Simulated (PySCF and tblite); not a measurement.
C₅H₁₁NO, numbered as in [CH3:1][CH2:2][CH2:3][NH:4][C:5]([CH3:6])=[O:7].

Search: ETKDG and KDG, MMFF94s, GFN2-xTB, 150 starts; geometries at GFN2-xTB. Weights use PBE0-D3(BJ)/pcSseg-1 (IEF-PCM, chloroform) energies plus GFN2-xTB zero-point and thermal terms (modes under about 100 cm⁻¹ blended into free rotors). Symmetry numbers and mirror images are counted. Conformers within 3 kcal/mol (GFN2-xTB free energy) were kept, 10 at most. GIAO shieldings: PBE0/pcSseg-1 (IEF-PCM, chloroform). Shifts are against TMS (¹H), TMS (¹³C), NH3 (¹⁵N) at the same level. Codes: tblite and PySCF.

Torsions listed: C1–C2–C3–N4, C2–C3–N4–C5, C3–N4–C5–O7. Of a mirror pair one member is shown.

| conformer | shape | weight % | dipole D |
| --- | --- | --- | --- |
| 1 | -63°, 116°, 3° | 43.0 | 4.69 |
| 2 | -179°, 109°, 4° | 29.4 | 4.70 |
| 3 | -66°, -105°, -4° | 27.6 | 4.67 |

Q: How do the computed shifts compare with measured ones?

A: 
```json
{"nucleus": "¹H", "signal": "H1", "leading conformer": "0.95", "average": "0.98", "measured": "0.96", "medium": "not stated per compound (mostly CDCl3 or CCl4)"}
{"nucleus": "¹H", "signal": "H2", "leading conformer": "1.42", "average": "1.40", "measured": "1.55", "medium": "not stated per compound (mostly CDCl3 or CCl4)"}
{"nucleus": "¹H", "signal": "H3", "leading conformer": "3.51", "average": "3.44", "measured": "3.18", "medium": "not stated per compound (mostly CDCl3 or CCl4)"}
{"nucleus": "¹³C", "signal": "C1", "leading conformer": "13.0", "average": "13.4", "measured": "11.1", "medium": "not stated per compound (mostly CDCl3 or CCl4)"}
{"nucleus": "¹³C", "signal": "C2", "leading conformer": "28.5", "average": "29.0", "measured": "22.5", "medium": "not stated per compound (mostly CDCl3 or CCl4)"}
{"nucleus": "¹³C", "signal": "C3", "leading conformer": "42.5", "average": "43.0", "measured": "40.7", "medium": "not stated per compound (mostly CDCl3 or CCl4)"}
```

Measured values: Pretsch, Buehlmann, Badertscher, Structure Determination of Organic Compounds, 4th ed. (2009). Mean difference for ¹H: 0.04 ppm, scatter 0.17 ppm. Mean difference for ¹³C: 3.70 ppm, scatter 1.98 ppm. The computed shifts are unscaled and lack vibrational corrections.


¹⁵N shifts are against a computed isolated NH3 molecule, about 20 ppm from the liquid.